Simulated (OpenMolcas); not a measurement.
## Ionisation energies of lutetium

```yaml
Program: OpenMolcas
Basis: ANO-RCC-VDZP [7s6p4d2f1g]
Scalar_Hamiltonian: DKH2, point nucleus
Spin-orbit_coupling: RASSI with atomic mean-field integrals over the reference wave functions, term energies averaged over their components
```

Active shells in each charge state: the valence d, s shells, with orbitals averaged over the low states. Where CASPT2's correlated closed shells are named, they are those of the first ion.

A. CASSCF
B. SS-CASPT2, IPEA 0.25 Eh, imaginary shift 0.1 Eh (closed shells correlated: 5s 5p)
C. SS-CASPT2, IPEA 0.25 Eh, imaginary shift 0.1 Eh (closed shells correlated: 4f 5s 5p)
D. SS-CASPT2, IPEA 0 Eh, imaginary shift 0.1 Eh (closed shells correlated: 5s 5p)

Energies in eV between the lowest computed levels, named as in B; reference values from the NIST Atomic Spectra Database with their kind.

```json
{"From": "Lu 5d 6s² ²D_3/2", "To": "Lu+ 6s² ¹S₀", "A": "4.477", "B": "4.691", "C": "4.782", "D": "4.733", "Spin-orbit share in B": "+0.148", "Reference": "5.426 (measured)"}
{"From": "Lu+ 6s² ¹S₀", "To": "Lu2+ 6s ²S_1/2", "A": "12.940", "B": "13.493", "C": "13.661", "D": "13.509", "Spin-orbit share in B": "+0.000", "Reference": "14.130 (semi-empirical)"}
```

Error against the reference values, in %:

```tsv
From	Reference	A	B	C	D
Lu	measured	-17.5	-13.5	-11.9	-12.8
Lu+	semi-empirical	-8.4	-4.5	-3.3	-4.4
```

Absolute error against the one measured value: A 0.95 eV, B 0.73 eV, C 0.64 eV, D 0.69 eV.

The lowest level within the active space need not be the ion's true ground level.
